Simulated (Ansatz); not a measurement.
Basis-set series for `[NH3+][Ga-]([OH])([OH])[OH]`. The species carries charge 0 and has multiplicity 1. Geometry: relaxed with PBE0-D4/def2-TZVP. It is one conformer, not always the lowest.

```csv
functional,basis,functions,energy (Eh),HOMO (eV),LUMO (eV)
PBE0-D4,def2-TZVPP,256,-2208.59918,-7.86,-0.09
PBE0-D4,def2-QZVPP,497,-2208.66089,-7.96,-0.35
ωB97M-V,def2-TZVPP,256,-2208.95689,-10.36,1.37
ωB97M-V,def2-QZVPP,497,-2209.01629,-10.47,0.99
```

(1) Give the rows for def2-SVP. (Estimate.)

## Answers

(1) Computed: 
```tsv
functional	basis	functions	energy (Eh)	HOMO (eV)	LUMO (eV)
PBE0-D4	def2-SVP	118	-2207.99256	-7.49	0.47
ωB97M-V	def2-SVP	118	-2208.34240	-9.96	2.10
```

Positive LUMOs are unbound and depend on the basis. Scalar relativity is left out up to krypton.
